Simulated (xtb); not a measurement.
MoO3, singlet, at a GFN2-xTB geometry (such geometries of metal compounds can be far from the true shape); GFN2-xTB (xtb).

Here is a job for xtb.
```
$ xtb coord --gfn 2 --json

# file coord
$coord
     -0.0000000000       0.0000000000      -0.0000000000  mo
     -2.1363857262      -2.2583175454      -0.1885514303  o
     -0.1914474545       2.4846278957      -1.8680647421  o
      2.3278331996      -0.2263103504       2.0566161724  o
$end
```

It wrote (shortened):

```
   ID    Z sym.   atoms
    1   42 mo     1
    2    8 o      2-4

           -------------------------------------------------
          |                Calculation Setup                |
           -------------------------------------------------

           -------------------------------------------------
          |                 G F N 2 - x T B                 |
           -------------------------------------------------

          ...................................................
          :                      SETUP                      :
          :.................................................:
          :  # basis functions                  22          :
          :  # atomic orbitals                  21          :
          :  # shells                            9          :
          :  # electrons                        24          :
          :  max. iterations                   250          :
          :  Hamiltonian                  GFN2-xTB          :
          :  restarted?                      false          :
          :  GBSA solvation                  false          :
          :  PC potential                    false          :
          :  electronic temp.          300.0000000     K    :
          :  accuracy                    1.0000000          :
          :  -> integral cutoff          0.2500000E+02      :
          :  -> integral neglect         0.1000000E-07      :
          :  -> SCF convergence          0.1000000E-05 Eh   :
          :  -> wf. convergence          0.1000000E-03 e    :
          :  Broyden damping             0.4000000          :
          :  net charge                          0          :
          :  unpaired electrons                  0          :
          ...................................................

 iter      E             dE          RMSdq      gap      omega  full diag
   1    -13.1459074 -0.131459E+02  0.215E+01    0.21       0.0  T
   2    -13.0470774  0.988300E-01  0.332E+01    7.87       1.0  T
   3    -13.7209119 -0.673835E+00  0.281E+01    3.55       1.0  T
   4    -13.6651175  0.557943E-01  0.319E+01    4.23       1.0  T
   5    -10.0710405  0.359408E+01  0.107E+02    0.31       1.0  T
   6     -9.8815554  0.189485E+00  0.110E+02    0.31       1.0  T
   7    -13.5509686 -0.366941E+01  0.383E+01    0.24       1.0  T
   8    -14.1088543 -0.557886E+00  0.243E+01    1.13       1.0  T
   9    -13.9903894  0.118465E+00  0.240E+01    1.91       1.0  T
  10    -13.1761796  0.814210E+00  0.477E+01    0.24       1.0  T
  11    -13.8032602 -0.627081E+00  0.311E+01    3.42       1.0  T
  12    -13.6740626  0.129198E+00  0.341E+01    0.23       1.0  T
  13    -13.8665974 -0.192535E+00  0.314E+01    3.04       1.0  T
  14    -14.2297110 -0.363114E+00  0.800E+00    0.01       1.0  T
  15    -14.0902182  0.139493E+00  0.223E+01    1.27       1.0  T
  16    -13.7966078  0.293610E+00  0.315E+01    0.22       1.0  T
  17    -13.9561327 -0.159525E+00  0.273E+01    2.27       1.0  T
  18    -14.2135823 -0.257450E+00  0.116E+01    0.35       1.0  T
  19    -14.2683445 -0.547621E-01  0.283E+00    0.09       1.0  T
  20    -14.2267536  0.415908E-01  0.104E+01    0.26       1.0  T
  21    -13.9588315  0.267922E+00  0.255E+01    0.10       1.0  T
  22    -14.0407998 -0.819683E-01  0.235E+01    1.60       1.0  T
  23    -14.2235985 -0.182799E+00  0.102E+01    0.28       1.0  T
  24    -14.2310579 -0.745934E-02  0.944E+00    0.23       1.0  T
  25    -14.2671692 -0.361113E-01  0.314E+00    0.10       1.0  T
  26    -14.2204176  0.467516E-01  0.108E+01    0.30       1.0  T
  27    -14.1997249  0.206927E-01  0.120E+01    0.00       1.0  T
  28    -14.1636023  0.361226E-01  0.159E+01    0.70       1.0  T
  29    -14.1679501 -0.434785E-02  0.147E+01    0.02       1.0  T
  30    -14.1675844  0.365689E-03  0.154E+01    0.66       1.0  T
  31    -14.2664490 -0.988646E-01  0.311E+00    0.05       1.0  T
  32    -14.2386690  0.277800E-01  0.831E+00    0.20       1.0  T
  33    -14.2378336  0.835444E-03  0.843E+00    0.20       1.0  T
  34    -14.2625489 -0.247153E-01  0.419E+00    0.04       1.0  T
  35    -14.2145390  0.480098E-01  0.112E+01    0.33       1.0  T
  36    -14.1943664  0.201726E-01  0.127E+01    0.01       1.0  T
  37    -14.2008720 -0.650561E-02  0.125E+01    0.42       1.0  T
  38    -14.0984421  0.102430E+00  0.193E+01    0.04       1.0  T
  39    -14.1964910 -0.980488E-01  0.128E+01    0.45       1.0  T
  40    -14.0708285  0.125662E+00  0.209E+01    0.05       1.0  T
  41    -14.1999707 -0.129142E+00  0.124E+01    0.43       1.0  T
  42    -14.1380516  0.619190E-01  0.170E+01    0.03       1.0  T
  43    -14.2060553 -0.680037E-01  0.118E+01    0.38       1.0  T
  44    -14.2472642 -0.412089E-01  0.719E+00    0.03       1.0  T
  45    -14.2225874  0.246769E-01  0.102E+01    0.28       1.0  T
  46    -14.2394752 -0.168878E-01  0.816E+00    0.19       1.0  T
  47    -14.2634247 -0.239495E-01  0.396E+00    0.11       1.0  T
  48    -14.2414996  0.219250E-01  0.793E+00    0.18       1.0  T
  49    -14.2579205 -0.164209E-01  0.530E+00    0.13       1.0  T
  50    -14.2537367  0.418386E-02  0.611E+00    0.14       1.0  T
  51    -14.2576323 -0.389562E-02  0.540E+00    0.13       1.0  T
  52    -14.2671555 -0.952317E-02  0.293E+00    0.10       1.0  T
  53    -14.2605766  0.657885E-02  0.479E+00    0.12       1.0  T
  54    -14.2709070 -0.103304E-01  0.253E-01    0.07       1.0  T
  55    -14.2641764  0.673062E-02  0.385E+00    0.11       1.0  T
  56    -14.2708069 -0.663053E-02  0.456E-01    0.07       1.0  T
  57    -14.2686615  0.214539E-02  0.221E+00    0.09       1.0  T
  58    -14.2701575 -0.149599E-02  0.127E+00    0.08       1.0  T
  59    -14.2708633 -0.705758E-03  0.363E-01    0.07       1.0  T
  60    -14.2696800  0.118329E-02  0.160E+00    0.09       1.0  T
  61    -14.2705051 -0.825095E-03  0.966E-01    0.07       1.0  T
  62    -14.2703625  0.142564E-03  0.106E+00    0.08       1.0  T
[...]
  70    -14.2709141 -0.430197E-04  0.138E-01    0.07       1.0  T
  71    -14.2708986  0.154706E-04  0.231E-01    0.07       1.0  T
  72    -14.2709137 -0.150763E-04  0.136E-01    0.07       1.0  T
  73    -14.2709118  0.189374E-05  0.149E-01    0.07       1.0  T
  74    -14.2709201 -0.830665E-05  0.532E-02    0.07       1.0  T
  75    -14.2709198  0.287377E-06  0.569E-02    0.07       1.0  T
  76    -14.2709205 -0.742729E-06  0.412E-02    0.07       1.2  T
  77    -14.2709211 -0.597844E-06  0.147E-02    0.07       3.4  T
  78    -14.2709211 -0.118284E-08  0.173E-02    0.07       2.9  T
  79    -14.2709212 -0.120023E-06  0.238E-03    0.07      21.0  T
  80    -14.2709212  0.156478E-08  0.274E-03    0.07      18.3  T
  81    -14.2709212  0.158667E-08  0.314E-03    0.07      15.9  T
  82    -14.2709212 -0.442124E-08  0.587E-05    0.07     851.4  T
  83    -14.2709212 -0.147438E-11  0.170E-06    0.07   29344.9  T

   *** convergence criteria satisfied after 83 iterations ***

         :::::::::::::::::::::::::::::::::::::::::::::::::::::
         ::                     SUMMARY                     ::
         :::::::::::::::::::::::::::::::::::::::::::::::::::::
         :: total energy             -14.198951193372 Eh    ::
         :: gradient norm              0.000004087856 Eh/a0 ::
         :: HOMO-LUMO gap              0.072418316892 eV    ::
         ::.................................................::
         :: SCC energy               -14.270921119856 Eh    ::
         :: -> isotropic ES            0.123281174217 Eh    ::
         :: -> anisotropic ES          0.001676801632 Eh    ::
         :: -> anisotropic XC          0.002020974657 Eh    ::
         :: -> dispersion             -0.002300934591 Eh    ::
         :: repulsion energy           0.071969926485 Eh    ::
         :: add. restraining           0.000000000000 Eh    ::
         :: total charge               0.000000000028 e     ::
         :::::::::::::::::::::::::::::::::::::::::::::::::::::

           -------------------------------------------------
          |                Property Printout                |
           -------------------------------------------------

    * Orbital Energies and Occupations

         #    Occupation            Energy/Eh            Energy/eV
      -------------------------------------------------------------
         1        2.0000           -0.7374502             -20.0670
         2        2.0000           -0.7168261             -19.5058
         3        2.0000           -0.7168261             -19.5058
         4        2.0000           -0.5532991             -15.0560
         5        2.0000           -0.5475966             -14.9009
         6        2.0000           -0.5475966             -14.9009
         7        2.0000           -0.5406394             -14.7115
         8        2.0000           -0.5406394             -14.7115
         9        2.0000           -0.5384620             -14.6523
        10        1.9999           -0.5034280             -13.6990
        11        1.9999           -0.5034280             -13.6990
        12        1.6047           -0.4956871             -13.4883 (HOMO)
        13        0.3956           -0.4930257             -13.4159 (LUMO)
        14                         -0.3314871              -9.0202
        15                         -0.3314871              -9.0202
        16                         -0.2317284              -6.3057
        17                         -0.1536134              -4.1800
        18                         -0.1536134              -4.1800
        19                          0.0665791               1.8117
        20                          0.1996548               5.4329
        21                          0.1996548               5.4329
      -------------------------------------------------------------
                  HL-Gap            0.0026613 Eh            0.0724 eV
             Fermi-level           -0.4943560 Eh          -13.4521 eV

     #   Z          covCN         q      C6AA      α(0)
     1  42 mo       2.413     1.217   330.292    43.726
     2   8 o        0.804    -0.406    21.818     6.261
     3   8 o        0.804    -0.406    21.818     6.261
     4   8 o        0.804    -0.406    21.818     6.261

 Mol. C6AA /au·bohr⁶  :        984.585673
 Mol. C8AA /au·bohr⁸  :      64069.540413
 Mol. α(0) /au        :         62.509828

Wiberg/Mayer (AO) data.
largest (>0.10) Wiberg bond orders for each atom

 ---------------------------------------------------------------------------
     #   Z sym  total        # sym  WBO       # sym  WBO       # sym  WBO
 ---------------------------------------------------------------------------
     1  42 mo   6.146 --     2 o    2.049     4 o    2.049     3 o    2.049
     2   8 o    2.186 --     1 mo   2.049
     3   8 o    2.186 --     1 mo   2.049
     4   8 o    2.186 --     1 mo   2.049
 ---------------------------------------------------------------------------

Topologies differ in total number of bonds
Writing topology from bond orders to xtbtopo.mol

molecular dipole:
                 x           y           z       tot (Debye)
 q only:       -0.000       0.000       0.000
   full:       -0.000       0.000       0.000       0.000
molecular quadrupole (traceless):
                xx          xy          yy          xz          yz          zz
 q only:       -0.195      -2.326      -0.989      -3.376       2.848       1.183
  q+dip:       -0.184      -2.196      -0.934      -3.188       2.689       1.117
   full:       -0.215      -2.565      -1.090      -3.723       3.141       1.305

           -------------------------------------------------
          | TOTAL ENERGY              -14.198951193372 Eh   |
          | GRADIENT NORM               0.000004087856 Eh/α |
          | HOMO-LUMO GAP               0.072418316892 eV   |
           -------------------------------------------------

normal termination of xtb
```
